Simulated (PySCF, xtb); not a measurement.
F4H2SSi2, SMILES F[SiH2]S[Si](F)(F)F.

GFN2-xTB (xtb 6.7.1) at its own geometry gives an orbital gap of 4.83 eV and a dipole moment of 3.28 D.

Geometry optimised at B3LYP-D3(BJ)/def2-SVP. This is a generated structure with no PubChem entry under its InChIKey; it may be hypothetical. The values are those of a single conformer.

**Question.** What does PBE/def2-TZVP in PySCF give? (Estimate from the structure and the level; the computed values follow.)

**Answer.** gap 6.00 eV (levels -7.48 and -1.48 eV), dipole 2.14 D.
